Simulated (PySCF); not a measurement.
Energy landscape of BF₄ (anion, charge -1), singlet: flattening of a tetrahedron along the D2d path, bond length relaxed. Scanned: the two opposite F-B-F angles (109.47 = tetrahedral, 180 = square planar). Other coordinates (B-F bond length) were minimised at B3LYP/def2-TZVP.

RHF/def2-TZVP, density fitting (PySCF); M06-2X/def2-TZVP, density fitting (PySCF).

Energies relative to the lowest point of each profile, in kJ/mol:

```csv
a / °,RHF
90,135.0
95,69.7
100,28.0
105,5.7
109.47,0.0
115,7.8
120,27.1
130,91.3
140,177.3
150,269.6
170,410.8
180,431.7
```

Task: Estimate the M06-2X values at these points.

Result: 90: 120.8; 95: 62.3; 100: 25.0; 105: 5.2; 109.47: 0.0; 115: 7.1; 120: 24.2; 130: 81.2; 140: 157.7; 150: 239.8; 170: 365.1; 180: 383.7 (kJ/mol).
